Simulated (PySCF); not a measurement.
HP$_{2}$ (SMILES P#[PH+]), charge +1, singlet, geometry from GFN2-xTB; M062X/STO-3G (PySCF).

The PySCF input:
```python
from pyscf import gto, scf, dft

mol = gto.Mole()
mol.atom = '''
    P    -0.00000000   -0.00000000   -1.02596741
    P     0.00000000    0.00000000    0.87502951
    H     0.00000000    0.00000000    2.26406841
'''
mol.basis = 'sto-3g'
mol.charge = 1
mol.verbose = 4
mol.build()

mf = dft.RKS(mol)
mf.xc = 'm062x'
mf.diis = False
mf.max_cycle = 100
mf.kernel()
mf.analyze()
```

It wrote (shortened):

```
PySCF version 2.14.0

[INPUT] verbose = 4
[INPUT] num. atoms = 3
[INPUT] num. electrons = 30
[INPUT] charge = 1
[INPUT] spin (= nelec alpha-beta = 2S) = 0
[INPUT] symmetry False subgroup None
[INPUT] Mole.unit = angstrom
[INPUT] Symbol           X                Y                Z      unit          X                Y                Z       unit  Magmom
[...]
nuclear repulsion = 70.7599916689889
number of shells = 11
number of NR pGTOs = 57
number of NR cGTOs = 19
basis = sto-3g
ecp = {}

******** <class 'pyscf.dft.rks.RKS'> ********
method = RKS
initial guess = minao
damping factor = 0
level_shift factor = 0
DIIS disabled
SCF conv_tol = 1e-09
SCF conv_tol_grad = None
SCF max_cycles = 100
direct_scf = True
direct_scf_tol = 1e-13
XC library pyscf.dft.libxc version 7.1.2
    S. Lehtola, C. Steigemann, M. J. T. Oliveira, and M. A. L. Marques,  SoftwareX 7, 1–5 (2018)
XC functionals = m062x
    Y. Zhao and D. G. Truhlar,  Theor. Chem. Acc. 120, 215 (2008)
    Y. Zhao and D. G. Truhlar,  Theor. Chem. Acc. 120, 215 (2008)
radial grids:
    Treutler-Ahlrichs [JCP 102, 346 (1995); DOI:10.1063/1.469408] (M4) radial grids

becke partition: Becke, JCP 88, 2547 (1988); DOI:10.1063/1.454033
pruning grids: <function nwchem_prune>
grids dens level: 3
symmetrized grids: False
atomic radii adjust function: <function treutler_atomic_radii_adjust>
small_rho_cutoff = 0
Set gradient conv threshold to 3.16228e-05
Initial guess from minao.
tot grids = 48168
init E= -675.283442230366
[...]
cycle= 1 E= -675.285551894418  delta_E= -0.00211  |g|= 0.119  |ddm|= 2.52
[...]
cycle= 2 E= -675.265769426079  delta_E= 0.0198  |g|= 0.258  |ddm|= 0.572
[...]
cycle= 3 E= -675.107742810753  delta_E= 0.158  |g|= 0.694  |ddm|= 1.35
[...]
cycle= 4 E= -674.575092687651  delta_E= 0.533  |g|= 1.13  |ddm|= 3.11
[...]
cycle= 5 E= -673.422149481818  delta_E= 1.15  |g|= 1.58  |ddm|= 4.95
[...]
cycle= 6 E= -670.835009084684  delta_E= 2.59  |g|= 2.16  |ddm|= 7.52
[...]
cycle= 7 E= -671.459126910196  delta_E= -0.624  |g|= 1.47  |ddm|= 8.42
[...]
cycle= 8 E= -669.968008059317  delta_E= 1.49  |g|= 1.94  |ddm|= 8.82
[...]
cycle= 9 E= -671.284439503755  delta_E= -1.32  |g|= 1.42  |ddm|= 8.97
[...]
cycle= 10 E= -669.923326674179  delta_E= 1.36  |g|= 1.92  |ddm|= 8.97
[...]
cycle= 11 E= -671.275822734188  delta_E= -1.35  |g|= 1.42  |ddm|= 8.98
[...]
cycle= 12 E= -669.922341080562  delta_E= 1.35  |g|= 1.93  |ddm|= 8.98
[...]
cycle= 13 E= -671.275615582618  delta_E= -1.35  |g|= 1.42  |ddm|= 8.98
[...]
cycle= 14 E= -669.922322072477  delta_E= 1.35  |g|= 1.93  |ddm|= 8.98
[...]
cycle= 15 E= -671.275611351907  delta_E= -1.35  |g|= 1.42  |ddm|= 8.98
[...]
cycle= 16 E= -669.922321720082  delta_E= 1.35  |g|= 1.93  |ddm|= 8.98
[...]
cycle= 17 E= -671.275611270927  delta_E= -1.35  |g|= 1.42  |ddm|= 8.98
[...]
cycle= 18 E= -669.922321713628  delta_E= 1.35  |g|= 1.93  |ddm|= 8.98
[...]
cycle= 19 E= -671.275611269419  delta_E= -1.35  |g|= 1.42  |ddm|= 8.98
[...]
cycle= 20 E= -669.922321713511  delta_E= 1.35  |g|= 1.93  |ddm|= 8.98
[...]
cycle= 21 E= -671.275611269391  delta_E= -1.35  |g|= 1.42  |ddm|= 8.98
[...]
cycle= 22 E= -669.922321713508  delta_E= 1.35  |g|= 1.93  |ddm|= 8.98
[...]
cycle= 23 E= -671.275611269391  delta_E= -1.35  |g|= 1.42  |ddm|= 8.98
[...]
cycle= 24 E= -669.922321713508  delta_E= 1.35  |g|= 1.93  |ddm|= 8.98
[...]
cycle= 25 E= -671.275611269391  delta_E= -1.35  |g|= 1.42  |ddm|= 8.98
[...]
cycle= 26 E= -669.922321713508  delta_E= 1.35  |g|= 1.93  |ddm|= 8.98
[...]
cycle= 27 E= -671.275611269391  delta_E= -1.35  |g|= 1.42  |ddm|= 8.98
[...]
cycle= 28 E= -669.922321713508  delta_E= 1.35  |g|= 1.93  |ddm|= 8.98
[...]
cycle= 29 E= -671.275611269391  delta_E= -1.35  |g|= 1.42  |ddm|= 8.98
[...]
cycle= 30 E= -669.922321713508  delta_E= 1.35  |g|= 1.93  |ddm|= 8.98
[...]
cycle= 31 E= -671.275611269391  delta_E= -1.35  |g|= 1.42  |ddm|= 8.98
[...]
cycle= 32 E= -669.922321713508  delta_E= 1.35  |g|= 1.93  |ddm|= 8.98
[...]
cycle= 33 E= -671.275611269391  delta_E= -1.35  |g|= 1.42  |ddm|= 8.98
[...]
cycle= 34 E= -669.922321713508  delta_E= 1.35  |g|= 1.93  |ddm|= 8.98
[...]
cycle= 35 E= -671.275611269391  delta_E= -1.35  |g|= 1.42  |ddm|= 8.98
[...]
cycle= 36 E= -669.922321713508  delta_E= 1.35  |g|= 1.93  |ddm|= 8.98
[...]
cycle= 37 E= -671.275611269391  delta_E= -1.35  |g|= 1.42  |ddm|= 8.98
[...]
cycle= 38 E= -669.922321713508  delta_E= 1.35  |g|= 1.93  |ddm|= 8.98
[...]
cycle= 39 E= -671.275611269391  delta_E= -1.35  |g|= 1.42  |ddm|= 8.98
[...]
cycle= 40 E= -669.922321713508  delta_E= 1.35  |g|= 1.93  |ddm|= 8.98
[...]
cycle= 41 E= -671.275611269391  delta_E= -1.35  |g|= 1.42  |ddm|= 8.98
[...]
cycle= 42 E= -669.922321713508  delta_E= 1.35  |g|= 1.93  |ddm|= 8.98
[...]
cycle= 43 E= -671.27561126939  delta_E= -1.35  |g|= 1.42  |ddm|= 8.98
[...]
cycle= 44 E= -669.922321713508  delta_E= 1.35  |g|= 1.93  |ddm|= 8.98
[...]
cycle= 45 E= -671.275611269391  delta_E= -1.35  |g|= 1.42  |ddm|= 8.98
[...]
cycle= 46 E= -669.922321713508  delta_E= 1.35  |g|= 1.93  |ddm|= 8.98
[...]
cycle= 47 E= -671.275611269391  delta_E= -1.35  |g|= 1.42  |ddm|= 8.98
[...]
cycle= 48 E= -669.922321713508  delta_E= 1.35  |g|= 1.93  |ddm|= 8.98
[...]
cycle= 49 E= -671.275611269391  delta_E= -1.35  |g|= 1.42  |ddm|= 8.98
[...]
cycle= 50 E= -669.922321713508  delta_E= 1.35  |g|= 1.93  |ddm|= 8.98
[...]
cycle= 51 E= -671.27561126939  delta_E= -1.35  |g|= 1.42  |ddm|= 8.98
[...]
cycle= 52 E= -669.922321713508  delta_E= 1.35  |g|= 1.93  |ddm|= 8.98
[...]
cycle= 53 E= -671.275611269391  delta_E= -1.35  |g|= 1.42  |ddm|= 8.98
[...]
cycle= 54 E= -669.922321713509  delta_E= 1.35  |g|= 1.93  |ddm|= 8.98
[...]
cycle= 55 E= -671.275611269391  delta_E= -1.35  |g|= 1.42  |ddm|= 8.98
[...]
cycle= 56 E= -669.922321713509  delta_E= 1.35  |g|= 1.93  |ddm|= 8.98
[...]
cycle= 57 E= -671.275611269391  delta_E= -1.35  |g|= 1.42  |ddm|= 8.98
[...]
cycle= 58 E= -669.922321713508  delta_E= 1.35  |g|= 1.93  |ddm|= 8.98
[...]
cycle= 59 E= -671.275611269391  delta_E= -1.35  |g|= 1.42  |ddm|= 8.98
[...]
cycle= 60 E= -669.922321713508  delta_E= 1.35  |g|= 1.93  |ddm|= 8.98
[...]
cycle= 61 E= -671.275611269391  delta_E= -1.35  |g|= 1.42  |ddm|= 8.98
[...]
cycle= 62 E= -669.922321713508  delta_E= 1.35  |g|= 1.93  |ddm|= 8.98
[...]
cycle= 63 E= -671.275611269391  delta_E= -1.35  |g|= 1.42  |ddm|= 8.98
[...]
cycle= 64 E= -669.922321713508  delta_E= 1.35  |g|= 1.93  |ddm|= 8.98
[...]
cycle= 65 E= -671.275611269391  delta_E= -1.35  |g|= 1.42  |ddm|= 8.98
[...]
cycle= 66 E= -669.922321713508  delta_E= 1.35  |g|= 1.93  |ddm|= 8.98
[...]
cycle= 67 E= -671.275611269391  delta_E= -1.35  |g|= 1.42  |ddm|= 8.98
[...]
cycle= 68 E= -669.922321713508  delta_E= 1.35  |g|= 1.93  |ddm|= 8.98
[...]
cycle= 69 E= -671.275611269391  delta_E= -1.35  |g|= 1.42  |ddm|= 8.98
[...]
cycle= 70 E= -669.922321713508  delta_E= 1.35  |g|= 1.93  |ddm|= 8.98
[...]
cycle= 71 E= -671.275611269391  delta_E= -1.35  |g|= 1.42  |ddm|= 8.98
[...]
cycle= 72 E= -669.922321713508  delta_E= 1.35  |g|= 1.93  |ddm|= 8.98
[...]
cycle= 73 E= -671.275611269391  delta_E= -1.35  |g|= 1.42  |ddm|= 8.98
[...]
cycle= 74 E= -669.922321713509  delta_E= 1.35  |g|= 1.93  |ddm|= 8.98
[...]
cycle= 75 E= -671.275611269391  delta_E= -1.35  |g|= 1.42  |ddm|= 8.98
[...]
cycle= 76 E= -669.922321713508  delta_E= 1.35  |g|= 1.93  |ddm|= 8.98
[...]
cycle= 77 E= -671.275611269391  delta_E= -1.35  |g|= 1.42  |ddm|= 8.98
[...]
cycle= 78 E= -669.922321713509  delta_E= 1.35  |g|= 1.93  |ddm|= 8.98
[...]
cycle= 79 E= -671.275611269391  delta_E= -1.35  |g|= 1.42  |ddm|= 8.98
[...]
cycle= 80 E= -669.922321713508  delta_E= 1.35  |g|= 1.93  |ddm|= 8.98
[...]
cycle= 81 E= -671.275611269391  delta_E= -1.35  |g|= 1.42  |ddm|= 8.98
[...]
cycle= 82 E= -669.922321713508  delta_E= 1.35  |g|= 1.93  |ddm|= 8.98
[...]
cycle= 83 E= -671.27561126939  delta_E= -1.35  |g|= 1.42  |ddm|= 8.98
[...]
cycle= 84 E= -669.922321713508  delta_E= 1.35  |g|= 1.93  |ddm|= 8.98
[...]
cycle= 85 E= -671.275611269391  delta_E= -1.35  |g|= 1.42  |ddm|= 8.98
[...]
cycle= 86 E= -669.922321713508  delta_E= 1.35  |g|= 1.93  |ddm|= 8.98
[...]
cycle= 87 E= -671.275611269391  delta_E= -1.35  |g|= 1.42  |ddm|= 8.98
[...]
cycle= 88 E= -669.922321713509  delta_E= 1.35  |g|= 1.93  |ddm|= 8.98
[...]
cycle= 89 E= -671.275611269391  delta_E= -1.35  |g|= 1.42  |ddm|= 8.98
[...]
cycle= 90 E= -669.922321713509  delta_E= 1.35  |g|= 1.93  |ddm|= 8.98
[...]
cycle= 91 E= -671.275611269391  delta_E= -1.35  |g|= 1.42  |ddm|= 8.98
[...]
cycle= 92 E= -669.922321713508  delta_E= 1.35  |g|= 1.93  |ddm|= 8.98
[...]
cycle= 93 E= -671.275611269391  delta_E= -1.35  |g|= 1.42  |ddm|= 8.98
[...]
cycle= 94 E= -669.922321713509  delta_E= 1.35  |g|= 1.93  |ddm|= 8.98
[...]
cycle= 95 E= -671.275611269391  delta_E= -1.35  |g|= 1.42  |ddm|= 8.98
[...]
cycle= 96 E= -669.922321713509  delta_E= 1.35  |g|= 1.93  |ddm|= 8.98
[...]
cycle= 97 E= -671.275611269391  delta_E= -1.35  |g|= 1.42  |ddm|= 8.98
[...]
cycle= 98 E= -669.922321713508  delta_E= 1.35  |g|= 1.93  |ddm|= 8.98
[...]
cycle= 99 E= -671.275611269391  delta_E= -1.35  |g|= 1.42  |ddm|= 8.98
[...]
cycle= 100 E= -669.922321713508  delta_E= 1.35  |g|= 1.93  |ddm|= 8.98
SCF not converged.
SCF energy = -669.922321713508
**** SCF Summaries ****
Total Energy =                        -669.922321713508381
Nuclear Repulsion Energy =              70.759991668988903
One-electron Energy =                -1065.548242437147110
Two-electron Energy =                  324.865929054649826
Two-electron Coulomb Energy =          372.031379831625259
DFT Exchange-Correlation Energy =      -47.165450776975426
HOMO-LUMO gap [eV] =                    21.151918716821005
**** MO energy ****
[...]
 ** Mulliken pop on meta-lowdin orthogonal AOs  **
 ** Mulliken pop  **
[...]
 ** Mulliken atomic charges  **
charge of    0P =      4.69579
charge of    1P =     -2.71653
charge of    2H =     -0.97926

WARN: System has nonzero charge 1; the dipole moment is origin-dependent.
Location of origin: [0. 0. 0.]

Dipole moment(X, Y, Z, Debye):  0.00000,  0.00000, -47.73289
```

The run did not converge; its last values are not results.
